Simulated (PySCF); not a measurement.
A PySCF script (with the pyscf-properties extension) for the NMR shieldings of `o1ccc(CCC)cc1=O`, C8H10O2, on a GFN2-xTB geometry:

```python
import basis_set_exchange as bse
import numpy as np
from pyscf import gto, dft
from pyscf.prop import nmr

atoms = """
C     2.245324   -0.015398    0.821013
C     1.877034    0.229567   -0.636196
C     0.709136   -0.657774   -1.094201
C    -0.561987   -0.266484   -0.409850
C    -1.261657    0.899845   -0.852392
C    -2.389505    1.257725   -0.209609
O    -2.895796    0.592795    0.825088
C    -2.279323   -0.546874    1.320015
O    -2.790310   -1.098307    2.261475
C    -1.070273   -0.953623    0.643156
H     1.398265    0.184686    1.473146
H     3.066885    0.632372    1.116740
H     2.553993   -1.047906    0.967733
H     2.741705    0.018804   -1.268671
H     1.607718    1.278870   -0.775235
H     0.581693   -0.545962   -2.173281
H     0.944178   -1.700625   -0.877442
H    -0.897161    1.473733   -1.686725
H    -2.988392    2.117592   -0.477021
H    -0.596677   -1.842358    1.029220
"""
names = dict.fromkeys(["C", "O", "H"], "pcSseg-1")
basis = {el: gto.basis.parse(bse.get_basis(n, elements=[el], fmt="nwchem")) for el, n in names.items()}
mol = gto.M(atom=atoms, basis=basis, charge=0, verbose=0)
mf = dft.RKS(mol, xc="PBE0")
mf.grids.level = 2
mf.grids.alignment = dft.numint.BLKSIZE   # the property module wants whole blocks of grid points
mf.conv_tol = 1e-9
mf.kernel()

calc = nmr.RKS(mf)   # GIAO
C = mf.mo_coeff
Co = C[:, mf.mo_occ > 0]
resp = mf.gen_response(singlet=True, hermi=2)
def vind(x):   # induced exchange potential for any number of trial vectors
    d = np.einsum("pi,xij,qj->xpq", C, 2 * x.reshape(-1, C.shape[1], Co.shape[1]), Co, optimize=True)
    return np.einsum("xpq,pi,qj->xij", resp(d - d.transpose(0, 2, 1)), C, Co, optimize=True).ravel()
mo1, _ = nmr.rhf.solve_mo1(calc, with_cphf=vind)
sigma = calc.kernel(mo1)
for i, s in enumerate(sigma):   # ppm
    print("%2d %-2s %9.2f" % (i, mol.atom_pure_symbol(i), np.trace(s) / 3))
```

**Question.** Give the expected output.

**Answer.** 
```
 0 C     173.12
 1 C     161.35
 2 C     145.80
 3 C      23.30
 4 C      75.18
 5 C      26.26
 6 O      31.61
 7 C      23.33
 8 O     -82.55
 9 C      65.13
10 H      30.55
11 H      30.63
12 H      31.12
13 H      29.98
14 H      30.43
15 H      29.10
16 H      29.68
17 H      25.78
18 H      24.02
19 H      25.59
```

These numbers come from an equivalent density-fitted implementation of the same equations, which agrees with the script to about 0.01 ppm for H and up to a few tenths of a ppm for heavy atoms, so last digits may differ.

**Question.** Turn these shieldings into chemical shifts. Scale: TMS for ¹³C (σref 186.93), ¹H (σref 31.72); ¹⁷O (σref 336.08) vs H2O (reference shieldings calculated alike).

**Answer.** Averaging equivalent atoms: C 3: 163.6; C 7: 163.6; C 5: 160.7; C 9: 121.8; C 4: 111.7; C 2: 41.1; C 1: 25.6; C 0: 13.8; O 8: 418.6; O 6: 304.5; H 18: 7.69; H 19: 6.13; H 17: 5.93; H 15/16: 2.32; H 13/14: 1.51; H 10/11/12: 0.95 ppm. Unscaled 17O shifts of doubly bonded oxygen tend to come out too high, by tens of ppm or more. Experimental scales use liquid or dissolved standards, which lie at an offset from isolated H2O (liquid H2O: subtract about 36 ppm).

Size and cost of the density-fitted run: 220 basis functions, 41 s wall time on 1 thread of an x86-64 server CPU, shared host.
